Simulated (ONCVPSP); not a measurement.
**PBE ONCV dataset for nickel (Ni), scalar-relativistic all-electron reference.**

```json
{
  "Element": "Ni",
  "Generator": "ONCVPSP 4.0.1",
  "Type": "optimised norm-conserving Vanderbilt (ONCV)",
  "Functional": "PBE",
  "Relativity": "scalar-relativistic",
  "Frozen core": "[Ar]",
  "Valence charge": "10",
  "Reference configuration": "3d8 4s1.75 (charge +0.25)",
  "Partial waves": "4s: rc 1.70 bohr, ncon 5, nbas 8, qcut 4.2 1/bohr, 2 projectors, debl 1.2 Ha; p scattering state at 0.03 Ha: rc 1.70 bohr, ncon 3, nbas 6, qcut 4.4 1/bohr, 2 projectors, debl 0.7 Ha; 3d: rc 1.35 bohr, ncon 5, nbas 9, qcut 13.2 1/bohr, 2 projectors, debl 3.9 Ha; f scattering state at 0.14 Ha: rc 1.60 bohr, ncon 4, nbas 9, qcut 6.8 1/bohr, 2 projectors, debl 4 Ha",
  "Local potential": "polynomial inside 1.00 bohr (lpopt 5, dvloc0 -1 Ha)",
  "Core correction": "none"
}
```

All-electron outer shells of the reference configuration (PBE, scalar-relativistic, ld1.x):

```csv
shell,level (eV),outermost node (bohr),outermost maximum (bohr)
3p,-73.51,0.27,0.65
3d,-10.98,–,0.63
4s,-7.42,0.92,2.21
```

(1) Estimate the cutoffs (Ha) at which the residual kinetic energy of the hardest occupied pseudo-wave falls to 1 and 0.1 mHa per electron.

(2) Does the potential have ghost states?

(3) Which valence shell sets the plane-wave cutoff?

(4) Tests: 3d8 4s2; 3d8 4s1; 3d8 4s0; 3d8 4s1.5. Which has the largest error in its energy relative to the reference configuration, and how large is it?

Answers

(1) 66 Ha and 74 Ha.

(2) Ghosts flagged at negative energy: s at -145942.9 eV, s at -91.5 eV, p at -56.0 eV; GHOST(+) flagged for s at 552.4 eV. A true bound ghost makes a file unfit for plane-wave use.

(3) 3d: 66 Ha for 1 mHa per electron, against 44 Ha for 4s.

(4) 3d8 4s0, with +60 meV (all-electron minus pseudo) on +25.04 eV.
